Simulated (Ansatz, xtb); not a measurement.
# Relaxing a trial structure of C2OSe

The starting geometry of this gas-phase singlet was built from a drawn formula by distance geometry and a force field; its bonds are those of `[C]=C1O[Se]1`.

```xyz
4

C    -1.8051   -1.1660    0.6923
C    -1.4923   -0.3326   -0.3201
O    -1.7249    1.0082   -0.9561
Se   -0.5148   -0.0630   -1.7899
```

Question: Where would you expect an optimisation with r2SCAN-D4/def2-SVP to take it?

Answer: It rearranges to `O=C=C=[Se]`. Distances that change by over a tenth: C2–O3 (1.50 → 1.18 Å). Contacts that open: C2–Se4 (1.79 → 2.97 Å), O3–Se4 (1.82 → 4.15 Å). Contacts that close: C1–Se4 (3.01 → 1.73 Å).

The energy falls by 4.64 eV over 20 steps:

| step | E − E(last) (eV) |
| --- | --- |
| 1 | 4.643 |
| 3 | 4.083 |
| 5 | 3.952 |
| 7 | 3.836 |
| 9 | 3.696 |
| 12 | 0.733 |
| 14 | 0.366 |
| 16 | 0.076 |
| 18 | 0.000 |
| 20 | 0.000 |

Final geometry (Å):

```
atom    x (Å)    y (Å)    z (Å)
   C  -1.1347  -0.6397  -0.5643
   C  -1.8441   0.4497  -0.4057
   O  -2.5667   1.3172  -0.0700
  Se   0.0084  -1.6806  -1.3339
```

From the same start GFN2-xTB ends elsewhere, differing in C2–Se4 (2.00 against 2.97 Å here), O3–Se4 (1.89 against 4.15 Å here).

The end wasn't checked by frequencies. Run with Ansatz 0.2.0, 46 s on 1 thread of Arm Neoverse V2, with other jobs on the host.
